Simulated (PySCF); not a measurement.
PySCF 2.14 output of an unrestricted revPBE calculation on a single atom or ion in dyall-av2z, with the non-relativistic Hamiltonian (point nucleus):

```
SCF conv_tol = 1e-09
number electrons alpha = 3  beta = 2
    Y. Zhang and W. Yang.,  Phys. Rev. Lett. 80, 890 (1998)
    J. P. Perdew, K. Burke, and M. Ernzerhof.,  Phys. Rev. Lett. 77, 3865 (1996)
    J. P. Perdew, K. Burke, and M. Ernzerhof.,  Phys. Rev. Lett. 78, 1396 (1997)
cycle= 1 E= -52.9535389153041  delta_E= -0.00382  |g|= 0.00804  |ddm|= 0.0478
cycle= 2 E= -52.9535595701872  delta_E= -2.07e-05  |g|= 0.000853  |ddm|= 0.0039
cycle= 3 E= -52.9535598717636  delta_E= -3.02e-07  |g|= 0.000144  |ddm|= 0.000552
cycle= 4 E= -52.9535598779888  delta_E= -6.23e-09  |g|= 1.84e-05  |ddm|= 9.98e-05
cycle= 5 E= -52.9535598780535  delta_E= -6.47e-11  |g|= 2.33e-07  |ddm|= 8.36e-06
converged SCF energy = -52.9535598780535  <S^2> = 0.75138789  2S+1 = 2.0013874
```

The run itself started from symmetry-adapted Hartree-Fock orbitals and held the occupation by maximum overlap, on a logarithmic radial grid, so the iterations belong to that start.

Question: Which element, charge and spin multiplicity is this?

Answer: N²⁺ (nitrogen, charge +2), multiplicity 2; the state was [He] 2s2 2p1, 2P determinant.
